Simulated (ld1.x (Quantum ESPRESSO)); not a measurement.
# u(r) = r·R(r): atom against pseudo-atom (lithium)

Columns: radius, all-electron u(r) and pseudo u(r) of the 1s shell (level -51.85 eV) of lithium in the configuration 1s2 2s0.5 2p0.5; LDA (PZ), scalar-relativistic, PAW scheme, ld1.x (Quantum ESPRESSO) 7.5.

```
r (bohr)  all-electron  pseudo
   0.210        1.0393  0.5631
   0.420        1.1603  0.9000
   0.630        0.9999  0.9377
   0.840        0.7821  0.7790
   1.050        0.5823  0.5823
   1.260        0.4210  0.4210
   1.470        0.2988  0.2988
   1.680        0.2095  0.2095
   1.890        0.1456  0.1456
   2.100        0.1007  0.1007
   2.310        0.0692  0.0692
   2.520        0.0474  0.0474
   2.730        0.0324  0.0324
   2.940        0.0221  0.0221
   3.150        0.0150  0.0150
   3.360        0.0102  0.0102
   3.570        0.0069  0.0069
   3.780        0.0047  0.0047
   3.990        0.0032  0.0032
   4.200        0.0021  0.0021
   4.410        0.0014  0.0014
   4.620        0.0010  0.0010
   4.830        0.0006  0.0006
   5.040        0.0004  0.0004
   5.250        0.0003  0.0003
   5.460        0.0002  0.0002
```

(1) How many radial nodes do the two functions have?

(2) At about which radius was the pseudo-wave matched?

(3) Is the pseudo-wave norm-conserving?

## Answers

(1) The all-electron 1s function has n − l − 1 = 0; the pseudo-wave has 0.

(2) 1.05 bohr, where the columns begin to agree (steps of 0.21 bohr).

(3) No, it belongs to a PAW set: the norm inside the radius is not constrained, and the difference is carried by the augmentation charge.
